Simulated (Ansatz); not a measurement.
Basis-set series for CH$_{8}$NPSi (`CN([SiH3])P`). The species carries charge 0 and has multiplicity 1. Geometry: relaxed with PBE0-D4/def2-TZVP. It is one conformer, not always the lowest.

```csv
functional,basis,functions,energy (Eh),HOMO (eV),LUMO (eV)
PBE0-D4,def2-SVP,104,-727.87853,-6.83,0.35
PBE0-D4,def2-TZVPP,258,-728.21254,-6.95,-0.10
ωB97M-V,def2-SVP,104,-728.13386,-9.05,2.29
ωB97M-V,def2-TZVPP,258,-728.47465,-9.19,1.65
```

Problem. Give the rows for def2-QZVPP. (Best estimate.)

Solution. Computed: 
| functional | basis | functions | energy (Eh) | HOMO (eV) | LUMO (eV) |
| --- | --- | --- | --- | --- | --- |
| PBE0-D4 | def2-QZVPP | 494 | -728.23960 | -6.97 | -0.21 |
| ωB97M-V | def2-QZVPP | 494 | -728.50012 | -9.21 | 1.37 |

Positive LUMOs are unbound and depend on the basis.
